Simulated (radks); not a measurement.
Task: The mean radii <r> (bohr) of the occupied orbitals of an atom or ion are listed with their occupations. Method: non-relativistic Kohn-Sham, LDA (Slater exchange, Perdew-Wang correlation), spin-unpolarised, spherical densities, point nucleus; computed with a radial shooting solver on a logarithmic mesh with Libxc functionals.

| orbital | occ. | <r> |
|---|---|---|
| 1s | 2 | 0.02335 |
| 2s | 2 | 0.09919 |
| 2p | 6 | 0.08407 |
| 3s | 2 | 0.2526 |
| 3p | 6 | 0.2419 |
| 3d | 10 | 0.2134 |
| 4s | 2 | 0.5104 |
| 4p | 4 | 0.5094 |

Name the element and its charge.

Result: Z = 65, terbium, charge +31: Tb31+ in [Ar] 3d10 4s2 4p4. The 1s radius gives Z: for a bare nucleus <r> = 1.5/Z, 0.02308 bohr for Z = 65, and screening makes it slightly larger (0.02335 here). The occupations add up to 34, and the charge is Z minus that.
